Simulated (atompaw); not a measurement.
Building the PAW (atompaw) potential for erbium (PBE, scalar-relativistic).

* Element: erbium (Er)
* Generator: atompaw 4.2.0.5
* Type: PAW
* Functional: PBE
* Relativity: scalar-relativistic
* Frozen core: [Kr] 4d10
* Valence charge: 22
* Reference configuration: 4f12 5s2 5p6 5d0 6s0 6p0 (charge +2)
* Partial waves: 5s (bound); 6s (bound, empty); 5p (bound); 6p (bound, empty); 5d (bound, empty); 5d channel at 0.65 Ry; 4f (bound); 4f channel at 1.1 Ry
* Local potential: ultrasoft scheme with l = 4 at -0.5 Ry, radius 1.85 bohr
* Core correction: smooth core density matched at 2.15 bohr
* Augmentation charge: besselshape compensation charge, radius 2.10 bohr; PAW radius 2.55 bohr; waves and projectors: bloechl

All-electron outer shells of the reference configuration (PBE, scalar-relativistic, ld1.x):

```
shell  level (eV)  outermost node (bohr)  outermost maximum (bohr)
   4p     -328.82                   0.27                      0.49
   4d     -179.63                   0.25                      0.51
   5s      -66.32                   0.60                      1.11
   5p      -40.77                   0.65                      1.28
   4f      -17.44                      –                      0.51
   6s      -14.88                   1.50                      2.98
   5d      -13.48                   0.73                      1.88
   6p      -10.30                   1.80                      3.69
```

(1) Estimate the cutoffs (Ry, on a coarse ladder) from which the occupation-weighted sum of valence levels, in a spherical-Bessel basis at the reference potential, stays within 10 and 1 mRy of its value at 400 Ry.

(2) Does the potential have ghost states?

(3) Is the overlap operator S = 1 + Σ q|β⟩⟨β| positive definite (Bessel basis up to 400 Ry)?

(4) Which valence shell sets the plane-wave cutoff?

Results:

(1) 45 Ry and 60 Ry.

(2) No extra level below or beside the all-electron valence levels (s, p, d, f tested).

(3) Yes: its lowest eigenvalue is 0.38 (s channel).

(4) 4f: its level needs 45 Ry to come within 1 mRy, against 30 Ry for 5s.
